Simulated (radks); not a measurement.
The numbers below are computed, except where a source is named.
Initial-state core-level shifts of neutral potassium when its valence configuration changes from [Ar] 4s1. Code: a radial shooting solver on a logarithmic mesh with Libxc functionals. Model: scalar-relativistic Kohn-Sham, PBE, spin-polarised, spherical densities, point nucleus; open shells are filled with parallel spins first. Shifts are changes of the shell-averaged eigenvalues in eV (positive: less bound).

valence          1s      2p      3s      3p
4p1          -1.490  -1.489  -1.475  -1.453
4s0.5 4p0.5  -0.755  -0.755  -0.749  -0.739
3d0.5 4s0.5  -0.989  -0.951  -0.923  -0.924
3d1          -1.635  -1.541  -1.486  -1.491
